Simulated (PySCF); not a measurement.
Species: C₄H₁₂PSi₂ (doublet state).
Geometry (GFN2-xTB, Å), atoms numbered from 1 in this order:
```
atom  x, y, z in Å
C1    -0.7431    1.8578   -0.6101
C2    -1.3247    0.6685   -0.5866
C3    -1.0704   -0.3766    0.4384
C4    -2.3481   -1.1052    0.8414
Si5    0.2547   -1.5450   -0.3545
Si6    2.3170   -0.5815   -0.6105
P7     2.5088    0.6670    1.2549
H8    -0.0523    2.1590    0.1625
H9    -0.9352    2.5773   -1.3876
H10   -2.0183    0.3890   -1.3699
H11   -0.6212    0.0890    1.3218
H12   -2.8064   -1.5819   -0.0229
H13   -3.0680   -0.4057    1.2650
H14   -2.1373   -1.8720    1.5836
H15   -0.3817   -2.1381   -1.5491
H16    3.3388   -1.6337   -0.4852
H17    2.7859    0.2375   -1.7475
H18    2.4073    1.8872    0.6221
H19    3.8844    0.7168    1.2264
```

The hyperfine couplings belong to this conformer and change with its torsions.

The species is `C=C[C@@H](C)[SiH][SiH2]P` [radical].

The calculation used PySCF 2.14.0, UKS B3LYP, pcH-1 on C H P Si, non-relativistic, mean-field spin-orbit, GIAO. The structure is a single GFN2-xTB conformer in the gas phase; no vibrational or solvent corrections. A GFN2-xTB geometry isn't a minimum of the functional, and hyperfine couplings can be far from their values at a DFT geometry, by a factor of two or more for some ions and for spin on atoms past the first row. No stability test was run, so a lower SCF solution isn't excluded.

Principal values of hyperfine tensors in MHz (contact, dipolar and spin–orbit terms together), for some of the nuclei:

```csv
atom,isotope,A1,A2,A3
Si5,29Si,-505.21,-259.71,-258.13
H17,1H,61.53,62.62,65.86
Si6,29Si,-60.90,-49.41,-45.60
C2,13C,12.89,22.72,27.75
H15,1H,3.20,13.73,20.14
C3,13C,8.43,8.77,19.11
H16,1H,4.64,6.17,11.22
H8,1H,-10.90,-7.21,-3.35
```

Give the isotropic coupling of each nucleus in MHz and in mT (g = 2.0034), and the anisotropic part.

a_iso = (A1 + A2 + A3)/3, Ti = Ai − a_iso; 1 mT corresponds to 28.040 MHz. The tensors hold a spin–orbit part: the run splits a_iso into a_FC + a_SO, and T includes its anisotropic share.

```tsv
atom	a_iso (MHz)	a_FC	a_SO	a_iso (mT)	T1	T2	T3
Si5	-341.02	-341.93	0.92	-12.162	-164.20	81.31	82.89
H17	63.34	63.34	0.00	2.259	-1.81	-0.72	2.52
Si6	-51.97	-52.02	0.05	-1.854	-8.93	2.56	6.37
C2	21.12	21.13	-0.01	0.753	-8.23	1.60	6.63
H15	12.36	12.33	0.03	0.441	-9.16	1.38	7.78
C3	12.10	12.08	0.02	0.432	-3.67	-3.33	7.00
H16	7.34	7.35	0.00	0.262	-2.70	-1.17	3.87
H8	-7.16	-7.15	0.00	-0.255	-3.75	-0.05	3.80
```

What spin density at the nucleus of Si6 lies behind its contact coupling (g_N = -1.11058)?

a_FC = 800.24 MHz bohr³ × g_N × ρ(0)/(2S). With a_FC = -52.02 MHz and 2S = 1, ρ(0) = 0.05853 bohr⁻³. The nuclear moment is negative, so coupling and spin density have opposite signs.

C1 (13C, g_N = 1.40482) isn't in the table. Its spin density at the nucleus is 0.008398 bohr⁻³. What is its contact coupling?

By the same relation, a_FC = 9.44 MHz. Its full tensor has the principal values -0.33, 0.19, 28.44 MHz.

Which nucleus of the table has the largest anisotropic coupling, and what is its form?

Si5: -164.2, 81.3, 82.9 MHz (the dipolar term alone has -163.3, 80.9, 82.4), axial, in the ratio +1:+1:−2, the form that spin in one p orbital centred on that nucleus gives (the nuclear moment is negative).

In a single crystal, with the field along each principal axis of the tensor of H17 in turn, what first-order splitting does this nucleus give (isotropic g, quadrupole terms neglected)?

2 lines (I = 1/2), spaced by |A_i|/(g × 13.996): 2.19, 2.23, 2.35 mT along the axes of A1, A2 and A3.
